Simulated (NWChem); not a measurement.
Molecule: NH$_{3}$TeO; SMILES N[Te]O

```xyz
6

Te     0.3387     0.0005    -0.0045
O     -0.9029    -1.5762    -0.0682
H     -1.1151    -1.8046     0.8458
N     -0.9042     1.5759    -0.0055
H     -1.4838     1.6770     0.8233
H     -1.4594     1.6806    -0.8509
```
Atoms are numbered in this order, from 1.

Computed with NWChem. The geometry was optimised at PBE0/def2-SVP (def2 core potentials past Kr).

For level PBE0/3-21G, non-relativistic:

| Item | Result |
|---|---|
| highest occupied level (eV) | -5.86 |
| orbital gap (eV) | 5.51 |
| dipole (D) | 2.19 |

Task: What are these values for level PBE0/STO-3G, non-relativistic?

Result: The highest occupied level (eV) is -3.75. The orbital gap (eV) comes out as 6.97 and the dipole (D) is 2.30.
